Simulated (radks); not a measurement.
Task: Numerical settings for the silver ion Ag+, [Kr] 4d10. Calculated with a radial shooting solver on a logarithmic mesh with Libxc functionals: Dirac Kohn-Sham, PBE, spin-unpolarised, spherical densities, finite nucleus; Fermi nuclear charge, rms radius 4.5454 fm. The defaults (mesh step 0.008 in ln r, mesh end at 40 bohr or more with all orbitals vanishing there, Anderson mixing 0.5 over 9 steps, residual threshold near 1e-9 with the energy settled to 1e-9 hartree or 1e-11 of itself, here a cap of 69 iterations) give E = -5316.8455 hartree and 4d5/2 at -15.415 eV in 14 iterations. Run on one thread of a shared host, so times are rough (Arm Neoverse V2): 0.1 s of CPU time, 0.1 s wall, 14 iterations on 2259 mesh points. One setting is changed at a time: mesh step in ln r 0.005; mesh step in ln r 0.003; mesh step in ln r 0.02; mesh end (bohr) 2; mesh end (bohr) 20; residual threshold 0.1; residual threshold 1e-05; mixing 0.2; linear mixing, mixing 0.2; linear mixing, mixing 0.05; mixing history 3; iteration cap 3. Which runs fail to converge, and which converge to a wrong energy?

Result: Not converged within the cap: linear mixing, mixing 0.2; linear mixing, mixing 0.05; iteration cap 3. Settled on a wrong energy, with an occupied level pushed above zero by the early mesh end: mesh end (bohr) 2 (+6.37 hartree). Apart from these: no run marked as converged misses the energy by more than 1 mhartree.
